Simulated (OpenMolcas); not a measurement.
Co2+ (d7) on a cation site of an ionic host was computed by CASSCF with the d shell active (OpenMolcas, ANO-RCC-VTZP on the metal). Its lowest spin-free states, and all those of the highest spin:

```json
{"2S+1": "4", "Degeneracy": "1", "E (cm-1)": "0.0"}
{"2S+1": "4", "Degeneracy": "3", "E (cm-1)": "2604"}
{"2S+1": "4", "Degeneracy": "3", "E (cm-1)": "4645"}
{"2S+1": "2", "Degeneracy": "2", "E (cm-1)": "20367"}
{"2S+1": "2", "Degeneracy": "3", "E (cm-1)": "20743"}
{"2S+1": "2", "Degeneracy": "1", "E (cm-1)": "21189"}
{"2S+1": "4", "Degeneracy": "3", "E (cm-1)": "21603"}
{"2S+1": "2", "Degeneracy": "3", "E (cm-1)": "21795"}
{"2S+1": "2", "Degeneracy": "3", "E (cm-1)": "26385"}
{"2S+1": "2", "Degeneracy": "3", "E (cm-1)": "26814"}
{"2S+1": "2", "Degeneracy": "2", "E (cm-1)": "28095"}
{"2S+1": "2", "Degeneracy": "3", "E (cm-1)": "28405"}
```

Task: Is the site octahedral, tetrahedral or cube-like, axial, or of lower symmetry?

Result: The states with 2S+1 = 4 have orbital degeneracies 1, 3, 3, 3. Threefold states need a cubic site. For d7 at this spin an octahedron puts the threefold T1 below the threefold T2 and a tetrahedron or cube puts the single A2 below the threefold T2, so the site is a tetrahedron or a cube, which this pattern cannot tell apart. The first gap at this spin, 2600 cm-1, is |10Dq| in ligand-field theory. The run had Co2+ with its 8 nearest fluoride ions at 2.315 Å, on the Sr site of SrF2 (a = 5.796 Å, distance in the model lattice 2.510 Å). The rest of the host is ab initio model potentials to 7.6 Å and point charges beyond; the distance is set by hand and nothing relaxes. Ligand basis ANO-RCC-VDZP.

Without dynamic correlation the repulsion within the d shell is too large (B by tens of per cent), so at a given field states of lower spin stand too high. Ligand-to-metal charge-transfer states are missing. With no ligand orbital active B as a rule stays too high, so bands that hang on it stand too high and its fall with covalency is understated. With metal d orbitals alone and no dynamic correlation 10Dq can be off by a tenth to a fifth, either way, in oxide and fluoride hosts. No measured value stands beside these numbers; the geometry was set by hand and not optimised.
